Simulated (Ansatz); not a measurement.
Gas-phase electronic energies from Ansatz, PBE0-D4/def2-TZVP geometries. CCSD(T)/CBS is the MP2 limit (def2-TZVPP, def2-QZVPP) plus CCSD(T) − MP2 in def2-TZVPP, frozen cores. This one scheme is used for every species. DFT in def2-TZVPP. B3LYP here is the variant with VWN-RPA as its local correlation; programs differ in this. Triplets are unrestricted, without spin–orbit coupling. For Ge outer-core shells are correlated without core-valence functions, which leaves a few kJ/mol of doubt a bond. Scalar relativity is left out up to krypton. Each species was taken in one conformer, which may not be the lowest.

Consider the formal loss of a carbene: `[CH3][Ge]([OH])([OH])[F]` → `[CH2]` (triplet) + `[OH][GeH]([OH])[F]`.

| level | ΔE (kcal/mol) | difference from CCSD(T)/CBS |
| --- | --- | --- |
| revPBE-D4 | 113.6 | -3.1 |
| r2SCAN-D4 | 110.8 | -5.9 |
| B3LYP-D4 | 114.0 | -2.7 |
| r2SCAN0-D4 | 109.9 | -6.8 |
| CAM-B3LYP-D4 | 114.9 | -1.8 |
| ωB97M-V | 116.6 | -0.1 |
| PBE-QIDH | 115.2 | -1.5 |
| PBE | 115.5 | -1.2 |
| r2SCAN | 110.4 | -6.3 |
| HF/def2-SVP | 80.7 | -36.0 |
| MP2/def2-SVP | 112.1 | -4.6 |
| CCSD(T)/def2-SVP | 109.4 | -7.3 |
| MP2/def2-TZVPP | 117.1 | 0.4 |
| SCS-MP2/def2-QZVPP | 118.5 | 1.8 |
| MP2/CBS(def2) | 120.0 | 3.3 |
| CCSD/CBS(def2) | 114.0 | -2.7 |
| CCSD(T)/CBS | 116.7 | 0 |

Question: What do rigid-rotor, harmonic-oscillator terms from PBE0-D4/def2-TZVP frequencies (298.15 K, 1 bar) make of the CCSD(T)/CBS value? (An estimate is asked.)

Answer: Ansatz gave: ΔZPE = -7.2 kcal/mol, ΔH = +110.6 kcal/mol, ΔS = 152 J/(mol·K), ΔG = +99.7 kcal/mol. Open shells count their whole term as degenerate.

Largest T1 diagnostic among the species: 0.012.

From BLYP to BHLYP (50 % exact exchange), in def2-TZVPP and without D4, ΔE moves by −1.1 kcal/mol. The D4 term adds +2.4 kcal/mol with B3LYP and +1.3 kcal/mol with PBE0; it sums over pairs of atoms, weighted by their polarisabilities, and B3LYP, whose exchange is more repulsive, gets the larger term.
